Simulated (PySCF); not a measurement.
PySCF job for H3P2, SMILES [PH]P, multiplicity 2, TDA-M06-2X/def2-TZVPD. Coordinates come from a PBE0-D3(BJ)/def2-TZVP optimisation. The isomer is the one that the SMILES or the coordinates give; other isomers of the formula were not compared.

```python
import numpy as np
from pyscf import gto, scf, dft, tdscf

mol = gto.M(
    atom='''
    P     0.96166685   -0.42876427    0.41351619
    P    -0.88497882    0.31155201   -0.45568084
    H     1.67336733    0.73451377    0.00134591
    H    -1.05282807    1.49739312    0.30724973
    H    -1.77085983   -0.47372311    0.32387420
    ''',
    basis='def2-TZVPD',
    charge=0,
    spin=1,
    max_memory=1600,
    verbose=4,
)
mf = dft.UKS(mol, xc='m06-2x').density_fit(auxbasis='def2-universal-jkfit')
mf.grids.level = 4
mf.conv_tol = 1e-9
mf.max_cycle = 100
mf.kernel()
fine, coarse = mf.grids, dft.Grids(mol).set(level=1).build(with_non0tab=True)
for _ in range(3):  # follow internal instabilities
    mf.grids = coarse
    mo, _, stable, _ = mf.stability(return_status=True, nroots=4)
    mf.grids = fine
    if stable:
        break
    mf.kernel(mf.make_rdm1(mo, mf.mo_occ))
mf.grids = dft.Grids(mol).set(level=2).build(with_non0tab=True)  # coarser grid for the response kernel
td = tdscf.TDA(mf)
td.nstates = 10
td.conv_tol = 1e-4
td.kernel(x0=td.get_init_guess(mf, 15))
td.analyze()
```

Program output:

```
PySCF version 2.14.0

[INPUT] verbose = 4
[INPUT] num. atoms = 5
[INPUT] num. electrons = 33
[INPUT] charge = 0
[INPUT] spin (= nelec alpha-beta = 2S) = 1
[INPUT] symmetry False subgroup None
[INPUT] Mole.unit = angstrom
[INPUT] Symbol           X                Y                Z      unit          X                Y                Z       unit  Magmom
[INPUT]  1 P      0.961666850000  -0.428764270000   0.413516190000 AA    1.817286969573  -0.810247042299   0.781432347174 Bohr   0.0
[INPUT]  2 P     -0.884978820000   0.311552010000  -0.455680840000 AA   -1.672367595841   0.588747972458  -0.861111987812 Bohr   0.0
[INPUT]  3 H      1.673367330000   0.734513770000   0.001345910000 AA    3.162205959495   1.388029860022   0.002543401288 Bohr   0.0
[INPUT]  4 H     -1.052828070000   1.497393120000   0.307249730000 AA   -1.989556708554   2.829662897608   0.580617841547 Bohr   0.0
[INPUT]  5 H     -1.770859830000  -0.473723110000   0.323874200000 AA   -3.346440083694  -0.895206936777   0.612033536813 Bohr   0.0

nuclear repulsion = 80.9482278100341
number of shells = 45
number of NR pGTOs = 171
number of NR cGTOs = 113
basis = def2-TZVPD
ecp = {}


[settings echo left out]
init E= -684.3407135609
  alpha nocc = 17  HOMO = -0.190845478212056  LUMO = -0.0181070089890432
  beta  nocc = 16  HOMO = -0.288321198868934  LUMO = -0.190845478212053

WARN: HOMO -0.190845478212056 >= LUMO -0.190845478212053

cycle= 1 E= -684.429948527021  delta_E= -0.0892  |g|= 0.104  |ddm|= 1.13
  alpha nocc = 17  HOMO = -0.258088033587763  LUMO = 0.00661316230825569
  beta  nocc = 16  HOMO = -0.307793283122066  LUMO = -0.0914396543894291
  HOMO = -0.258088033588  LUMO = -0.0914396543894  gap/eV = 4.53473
cycle= 2 E= -684.437974747484  delta_E= -0.00803  |g|= 0.0498  |ddm|= 0.139
  alpha nocc = 17  HOMO = -0.26570879586462  LUMO = 0.0101258962985627
  beta  nocc = 16  HOMO = -0.306929897288056  LUMO = -0.0912025150991287
  HOMO = -0.265708795865  LUMO = -0.0912025150991  gap/eV = 4.74856
cycle= 3 E= -684.439732946219  delta_E= -0.00176  |g|= 0.0218  |ddm|= 0.0747
  alpha nocc = 17  HOMO = -0.264973537551064  LUMO = 0.0106843189539685
  beta  nocc = 16  HOMO = -0.307542759499173  LUMO = -0.0842660178921015
  HOMO = -0.264973537551  LUMO = -0.0842660178921  gap/eV = 4.91730
cycle= 4 E= -684.440308941836  delta_E= -0.000576  |g|= 0.00952  |ddm|= 0.0354
  alpha nocc = 17  HOMO = -0.266597436070622  LUMO = 0.0105001707919522
  beta  nocc = 16  HOMO = -0.307653315464107  LUMO = -0.0825052423760866
  HOMO = -0.266597436071  LUMO = -0.0825052423761  gap/eV = 5.00940
cycle= 5 E= -684.44048200869  delta_E= -0.000173  |g|= 0.00308  |ddm|= 0.0203
  alpha nocc = 17  HOMO = -0.266857156351136  LUMO = 0.0102702807818962
  beta  nocc = 16  HOMO = -0.307844787365209  LUMO = -0.0815737146354287
  HOMO = -0.266857156351  LUMO = -0.0815737146354  gap/eV = 5.04182
cycle= 6 E= -684.4405216689  delta_E= -3.97e-05  |g|= 0.00168  |ddm|= 0.0108
  alpha nocc = 17  HOMO = -0.266996799992777  LUMO = 0.0100653275344944
  beta  nocc = 16  HOMO = -0.307960317584458  LUMO = -0.0814844437689057
  HOMO = -0.266996799993  LUMO = -0.0814844437689  gap/eV = 5.04805
cycle= 7 E= -684.440529886484  delta_E= -8.22e-06  |g|= 0.000593  |ddm|= 0.0051
  alpha nocc = 17  HOMO = -0.26698758122345  LUMO = 0.0100144531952034
  beta  nocc = 16  HOMO = -0.308008772434768  LUMO = -0.0814679359081847
  HOMO = -0.266987581223  LUMO = -0.0814679359082  gap/eV = 5.04825
cycle= 8 E= -684.440531526932  delta_E= -1.64e-06  |g|= 0.000246  |ddm|= 0.00239
  alpha nocc = 17  HOMO = -0.266948492091313  LUMO = 0.010012120084961
  beta  nocc = 16  HOMO = -0.30797622210693  LUMO = -0.0814468382172908
  HOMO = -0.266948492091  LUMO = -0.0814468382173  gap/eV = 5.04776
cycle= 9 E= -684.440531857054  delta_E= -3.3e-07  |g|= 0.000126  |ddm|= 0.00114
  alpha nocc = 17  HOMO = -0.266960959632414  LUMO = 0.0100037208312679
  beta  nocc = 16  HOMO = -0.307989015853721  LUMO = -0.0814586104738506
  HOMO = -0.266960959632  LUMO = -0.0814586104739  gap/eV = 5.04778
cycle= 10 E= -684.440531914522  delta_E= -5.75e-08  |g|= 5.61e-05  |ddm|= 0.000474
  alpha nocc = 17  HOMO = -0.266956185881648  LUMO = 0.010006011316972
  beta  nocc = 16  HOMO = -0.307978139784829  LUMO = -0.0814533375550539
  HOMO = -0.266956185882  LUMO = -0.0814533375551  gap/eV = 5.04779
cycle= 11 E= -684.440531924756  delta_E= -1.02e-08  |g|= 1.8e-05  |ddm|= 0.000212
  alpha nocc = 17  HOMO = -0.26695743331817  LUMO = 0.0100065152239294
  beta  nocc = 16  HOMO = -0.307975453440578  LUMO = -0.0814529139946014
  HOMO = -0.266957433318  LUMO = -0.0814529139946  gap/eV = 5.04784
cycle= 12 E= -684.440531926003  delta_E= -1.25e-09  |g|= 6.49e-06  |ddm|= 7.54e-05
  alpha nocc = 17  HOMO = -0.266956993819999  LUMO = 0.0100065838917907
  beta  nocc = 16  HOMO = -0.307974966929594  LUMO = -0.0814526317630015
  HOMO = -0.26695699382  LUMO = -0.081452631763  gap/eV = 5.04783
cycle= 13 E= -684.440531926133  delta_E= -1.3e-10  |g|= 2.99e-06  |ddm|= 2.44e-05
  alpha nocc = 17  HOMO = -0.266957358484326  LUMO = 0.0100064159234091
  beta  nocc = 16  HOMO = -0.30797506040769  LUMO = -0.0814534914926401
  HOMO = -0.266957358484  LUMO = -0.0814534914926  gap/eV = 5.04782
Extra cycle  E= -684.440531926143  delta_E= -1e-11  |g|= 2.25e-06  |ddm|= 6.16e-06
converged SCF energy = -684.440531926143  <S^2> = 0.75558804  2S+1 = 2.0055803
tot grids = 20240
uhf_internal: lowest eigs of H = [0.1744793  0.28387567 0.31592554 0.34758258]
<class 'pyscf.df.df_jk.DFUKS'> wavefunction is stable in the internal stability analysis
tot grids = 39968


******** <class 'pyscf.tdscf.uks.TDA'> for <class 'pyscf.df.df_jk.DFUKS'> ********
nstates = 10
deg_eia_thresh = 1.000e-03
wfnsym = None
conv_tol = 0.0001
eigh lindep = 1e-12
eigh level_shift = 0
eigh max_cycle = 100


Excitation energies (eV)
[2.43987627 4.13446614 4.28406754 4.74501856 4.96926955 5.15631885
 5.49201364 5.78929163 5.93296486 6.15921727]

** Excitation energies and oscillator strengths **
Excited State   1:      2.43988 eV    508.16 nm  f=0.0066
      15b ->   17b     -0.30329
      16b ->   17b      0.93622
Excited State   2:      4.13447 eV    299.88 nm  f=0.0202
      16a ->   19a      0.10148
      17a ->   18a     -0.13821
      13b ->   17b     -0.11464
      14b ->   17b      0.33684
      15b ->   17b      0.85074
      16b ->   17b      0.26351
Excited State   3:      4.28407 eV    289.41 nm  f=0.0032
      17a ->   18a     -0.72701
      17a ->   19a      0.49790
      17a ->   21a      0.33286
      17a ->   23a      0.12263
      14b ->   17b      0.13658
      15b ->   17b     -0.17357
Excited State   4:      4.74502 eV    261.29 nm  f=0.0050
      17a ->   18a     -0.49732
      17a ->   19a     -0.78871
      17a ->   21a      0.14999
      17a ->   22a      0.13144
      17a ->   34a     -0.10364
      14b ->   17b     -0.11905
      16b ->   19b      0.10548
Excited State   5:      4.96927 eV    249.50 nm  f=0.0088
      17a ->   19a      0.19316
      17a ->   20a     -0.26117
      13b ->   17b      0.10564
      14b ->   17b     -0.86350
      15b ->   17b      0.26474
      16b ->   17b      0.11400
Excited State   6:      5.15632 eV    240.45 nm  f=0.0044
      16a ->   20a     -0.12958
      17a ->   18a     -0.10155
      17a ->   20a      0.88803
      14b ->   17b     -0.24925
      15b ->   17b      0.10387
      15b ->   20b      0.10316
      16b ->   20b      0.19133
Excited State   7:      5.49201 eV    225.75 nm  f=0.0090
      16a ->   18a     -0.37463
      16a ->   19a      0.36611
      16a ->   21a      0.17536
      17a ->   19a      0.14676
      16b ->   19b      0.70130
      16b ->   20b      0.10782
      16b ->   21b     -0.19045
      16b ->   22b      0.19948
Excited State   8:      5.78929 eV    214.16 nm  f=0.0033
      16a ->   18a      0.27512
      16a ->   19a      0.12465
      17a ->   18a     -0.27089
      17a ->   21a     -0.64719
      16b ->   18b     -0.51854
      16b ->   21b      0.10281
      16b ->   22b      0.13071
Excited State   9:      5.93296 eV    208.98 nm  f=0.0048
      15a ->   18a     -0.10658
      16a ->   19a      0.15837
      17a ->   18a      0.22298
      17a ->   21a      0.53483
      16b ->   18b     -0.71692
      16b ->   21b      0.14020
      16b ->   22b      0.12701
Excited State  10:      6.15922 eV    201.30 nm  f=0.0074
      16a ->   18a     -0.12728
      16a ->   20a      0.22127
      17a ->   20a      0.25407
      15b ->   20b     -0.12597
      16b ->   20b     -0.87089
      16b ->   33b      0.12558

** Transition electric dipole moments (AU) **
state          X           Y           Z        Dip. S.      Osc.
  1         0.2844     -0.1679     -0.0462      0.1112      0.0066
  2         0.3163     -0.0981      0.3001      0.1997      0.0202
  3         0.0844      0.0137      0.1537      0.0310      0.0032
  4        -0.1307     -0.0169     -0.1614      0.0434      0.0050
  5         0.2185     -0.0287      0.1551      0.0726      0.0088
  6         0.0869     -0.1406      0.0872      0.0349      0.0044
  7         0.2105     -0.0349      0.1467      0.0670      0.0090
  8         0.0828     -0.1275      0.0025      0.0231      0.0033
  9        -0.0148     -0.0934     -0.1555      0.0331      0.0048
 10        -0.1266     -0.1796     -0.0220      0.0487      0.0074

** Transition velocity dipole moments (imaginary part, AU) **
state          X           Y           Z        Dip. S.      Osc.
  1        -0.0140      0.0129      0.0001      0.0004      0.0027
  2         0.0088     -0.0037     -0.0299      0.0010      0.0043
  3        -0.0053      0.0090      0.0543      0.0031      0.0129
  4         0.0066     -0.0283     -0.0534      0.0037      0.0141
  5         0.0051      0.0142      0.0244      0.0008      0.0030
  6         0.0118      0.0129      0.0137      0.0005      0.0017
  7         0.0114     -0.0009      0.0433      0.0020      0.0066
  8         0.0078     -0.0093      0.0436      0.0020      0.0064
  9         0.0014     -0.0176     -0.0552      0.0034      0.0103
 10        -0.0046     -0.0089      0.0015      0.0001      0.0003

** Transition magnetic dipole moments (imaginary part, AU) **
state          X           Y           Z
  1        -0.6949     -0.4425      0.0239
  2         0.4899     -0.3681      0.2710
  3         0.0121     -0.2471      0.1010
  4        -0.1456     -0.4995      0.1425
  5        -0.1864      0.7245     -0.1793
  6         0.3959      0.0552     -0.3525
  7        -0.0357      0.1086     -0.0693
  8        -0.3757     -0.1874      0.1534
  9         0.3712      0.5588      0.1939
 10         0.3595     -0.2514     -0.2739
```

The run converged.

Cost: about 4 core-minutes (a rough figure).
